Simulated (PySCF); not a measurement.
Cl₂H₃NOSi, SMILES O[Si](Cl)(Cl)N. Atoms are numbered in the order given.

```xyz
8

N     -1.4783     1.1461     0.5719
Si    -0.3720    -0.0320     0.0268
O     -1.2414    -1.3876    -0.3750
Cl     0.9784    -0.3430     1.5642
Cl     0.7692     0.4698    -1.6523
H     -2.2665     1.4214    -0.0178
H     -1.1528     1.9071     1.1697
H     -0.8026    -1.9576    -1.0315
```
Charge 0, spin multiplicity 1.

Coordinates come from a PBE-D3(BJ)/def2-SVP optimisation. The structure was generated by enumeration, and PubChem lists no compound with its InChIKey, so it may never have been made. The values are those of a single conformer.

These are r2SCAN/def2-TZVP (PySCF) values and carry that method's errors.

total energy: -1341.82396 hartree
highest occupied level: -7.08 eV
lowest empty level: -0.18 eV
orbital gap: 6.90 eV
dipole moment: 1.54 D
quadrupole, principal values (traceless, Buckingham form, about the centre of nuclear charge): -10.72, -0.82, 11.54 D·Å
mean static polarisability: 57.0 bohr³ (8.44 Å³)
polarisability, principal values: 50.5, 57.5, 62.8 bohr³
